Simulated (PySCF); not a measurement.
Cd(Me)(OH) (CH4CdO), SMILES [CH3][Cd][OH]. Coordinates come from a PBE0-D3(BJ)/def2-TZVP optimisation. The def2 effective core potentials stand for the cores of Cd; spin–orbit coupling is left out. Other conformers were not sampled.

Q: Give the equilibrium geometry at PBE0-D3(BJ)/def2-TZVP (PySCF confirms it by a frequency run) as a Z-matrix. (An estimate is asked for; the answer gives what the named calculation found.)

A: Several could match; the one computed here: 
```
Cd
O 1 1.9752
H 2 0.9589 1 114.30
C 1 2.0858 3 163.38 2 -180.00
H 4 1.0902 1 110.08 3 -75.90
H 4 1.0903 5 109.02 1 -120.77
H 4 1.0905 5 108.96 6 -118.74
```
